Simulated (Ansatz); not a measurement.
Geometry optimisation, Ansatz, RKS BHLYP/def2-SVP.

input.yaml

```yaml
crystal:
  periodic: [false, false, false]
  atoms:
    - { symbol: Hf, position_ang: [0.363574, -0.029423, -0.054706] }
    - { symbol: F, position_ang: [0.417692, -0.059775, 1.890418] }
    - { symbol: F, position_ang: [2.148713, 0.074233, -0.699326] }
    - { symbol: F, position_ang: [-0.57593, 1.482673, -0.730198] }
    - { symbol: F, position_ang: [-0.410892, -1.618718, -0.760369] }
    - { symbol: Si, position_ang: [-3.153197, 0.031293, 1.397083] }
    - { symbol: H, position_ang: [-3.564322, -0.879504, 0.305773] }
    - { symbol: H, position_ang: [-3.650471, -0.453881, 2.700463] }
    - { symbol: H, position_ang: [-3.626425, 1.403849, 1.12268] }
    - { symbol: H, position_ang: [-1.678841, 0.049253, 1.481782] }
basis:
  gaussian: { orbitals: def2-SVP }
hamiltonian:
  xc: { name: BHLYP }
relax:
  f_tol: 0.03
  max_steps: 50
```

Run as:

```bash
$ ansatz run input.yaml --threads 4 --pin off --max-ram 5120MiB --backend cpu --events-out ev --progress --plain --runs-dir out
```

Task: Where does it end, and by what steps?

Result: The run converged. The force dipped under the threshold on the way, but the program's further checks kept it going. After 12 steps the energy has fallen by 0.169 eV; F5 moved furthest, 0.65 Å.

| step | energy less start (eV) | largest force component (eV/Å) | accepted |
| --- | --- | --- | --- |
| 0 | 0.0000 | 1.076 | yes |
| 1 | -0.0993 | 0.261 | yes |
| 2 | -0.1292 | 0.114 | yes |
| 3 | -0.1362 | 0.145 | yes |
| 4 | -0.1391 | 0.084 | yes |
| 5 | -0.1411 | 0.029 | yes |
| 6 | -0.1464 | 0.111 | yes |
| 7 | -0.1446 | 0.329 | no |
| 8 | -0.1538 | 0.070 | yes |
| 9 | -0.1594 | 0.059 | yes |
| 10 | -0.1622 | 0.163 | yes |
| 11 | -0.1683 | 0.016 | yes |
| 12 | -0.1687 | 0.017 | yes |

```xyz
10
Properties=species:S:1:pos:R:3
Hf 0.298 -0.064 0.086
F 0.892 0.310 1.860
F 1.859 0.078 -0.988
F -0.905 1.246 -0.624
F -0.307 -1.858 -0.161
Si -3.145 0.067 1.284
H -3.496 -0.386 -0.075
H -3.843 -0.734 2.309
H -3.398 1.509 1.462
H -1.686 -0.167 1.500
```

Whether the end is a true minimum wasn't checked by a vibrational analysis.

Run time: 37 s on 4 threads of Arm Neoverse V1, with other jobs on the host, peak memory 0.33 GiB.
